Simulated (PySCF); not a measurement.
Stepwise substitution at one centre (In SH-H). Isolated molecules, 0 K electronic values unless said otherwise. One relaxed conformer stands for each flexible species; it need not be the lowest. Strings in code marks are SMILES.

Method: PBE-D3(BJ)/def2-TZVP // CAM-B3LYP-D3(BJ)/def2-TZVP (PySCF 2.14.0). 

| species | LUMO (eV) | S1 oscillator strength |
|---|---|---|
| 0 of 3 SH replaced by H (`[SH][In]([SH])[SH]`) | … | 0.000 |
| 1 of 3 SH replaced by H (`[SH][InH][SH]` (H–S–In–S torsion 180°, S–In–S–H torsion 0°)) | -2.11 | 0.000 |
| 2 of 3 SH replaced by H (`[SH][InH2]`) | -2.38 | 0.049 |
| 3 of 3 SH replaced by H (`[InH3]`) | -2.64 | – |

Q: What belongs in the gaps?

A: 
- 0 of 3 SH replaced by H (`[SH][In]([SH])[SH]`), LUMO (eV): -2.57
